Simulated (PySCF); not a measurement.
fulvene (C6H6), SMILES C1C=CC(C=1)=C.

Geometry: PBE0-D3(BJ)/def2-SVP.

Method: PBE/def2-TZVP (PySCF).

Symmetry labels are those of the subgroup C2v that the program uses (full group C2v).

Computed valence orbital energies around the gap with their symmetry:
```tsv
orbital	symmetry	energy (eV)
HOMO−7	B2	-10.69
HOMO−6	B2	-9.60
HOMO−5	A1	-9.47
HOMO−4	B1	-9.16
HOMO−3	A1	-8.84
HOMO−2	B2	-8.28
HOMO−1	B1	-6.51
HOMO	A2	-5.34
LUMO	B1	-2.83
LUMO+1	A2	0.78
LUMO+2	A1	1.08
LUMO+3	B1	1.21
```
